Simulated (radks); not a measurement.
Task: All-electron atom: Se+ in [Ar] 3d10 4s2 4p3. All-electron calculation, Dirac Kohn-Sham, BLYP, spin-unpolarised, spherical densities, finite nucleus; open shells are shared between the two j in proportion to 2j + 1; Fermi nuclear charge, rms radius 4.14 fm. Program: a radial shooting solver on a logarithmic mesh with Libxc functionals. Some entries of the table are withheld. Estimate them.

orbital,occ.,eigenvalue (eV),<r> (bohr),<r^2> (bohr^2)
1s1/2,2,(1),0.04408,0.002616
2s1/2,2,-1617.225,0.1957,0.04522
2p1/2,2,(2),0.1685,0.03485
2p3/2,4,(3),0.1723,0.03631
3s1/2,2,-223.5563,0.5741,0.3797
3p1/2,2,-167.1426,(4),0.3984
3p3/2,4,-161.2580,(5),0.4129
3d3/2,4,-63.9847,(6),0.4929
3d5/2,6,-63.0882,(7),0.4998
4s1/2,2,-26.7555,1.741,3.468
4p1/2,1,(8),2.100,5.123
4p3/2,2,(9),2.139,5.313

Result: 
(1) 1s1/2 eigenvalue (eV): -12514.39
(2) 2p1/2 eigenvalue (eV): -1452.194
(3) 2p3/2 eigenvalue (eV): -1410.399
(4) 3p1/2 <r> (bohr): 0.5825
(5) 3p3/2 <r> (bohr): 0.5931
(6) 3d3/2 <r> (bohr): 0.6277
(7) 3d5/2 <r> (bohr): 0.6321
(8) 4p1/2 eigenvalue (eV): -15.5749
(9) 4p3/2 eigenvalue (eV): -15.1273
